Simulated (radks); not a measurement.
Valence configurations of As II (all share [Ar]). Calculated with a radial shooting solver on a logarithmic mesh with Libxc functionals: scalar-relativistic Kohn-Sham, PBE, spin-polarised, spherical densities, point nucleus; open shells are filled with parallel spins first. Energies are relative to 3d10 4s2 4p2; eigenvalues in eV for spin up.

| valence | E (eV) | moment (Bohr magnetons) | e(3d) | e(4p) | e(4s) |
|---|---|---|---|---|---|
| 3d10 4s2 4p2 | 0.000 | 2 | -50.345 | -14.079 | -24.085 |
| 3d10 4s1 4p3 | 7.281 | 4 | -51.746 | -15.220 | -25.507 |
| 3d9.5 4s1.5 4p3 | 22.825 | 4 | -56.869 | -15.732 | -26.361 |
| 3d8 4s2 4p4 | 91.273 | 4 | -74.797 | -17.851 | -29.734 |
| 3d10 4p4 | 20.412 | 2 | -53.624 | -15.486 | - |
| 3d9.5 4s2 4p2.5 | 19.010 | 3 | -56.191 | -15.169 | -25.669 |
| 3d9.5 4s1 4p3.5 | 28.106 | 4 | -57.711 | -16.099 | -26.851 |
| 3d9 4s2 4p3 | 40.039 | 4 | -62.170 | -16.228 | -27.205 |
| 3d8.5 4s2 4p3.5 | 64.588 | 4 | -68.430 | -17.055 | -28.493 |
| 3d7.5 4s2 4p4.5 | 120.15 | 4 | -81.275 | -18.623 | -30.935 |

NIST lists [Ar] 3d10 4s2 4p2 as the ground configuration; this level of theory agrees among the configurations tried. The energies are those of spherical high-spin densities, not of single terms.
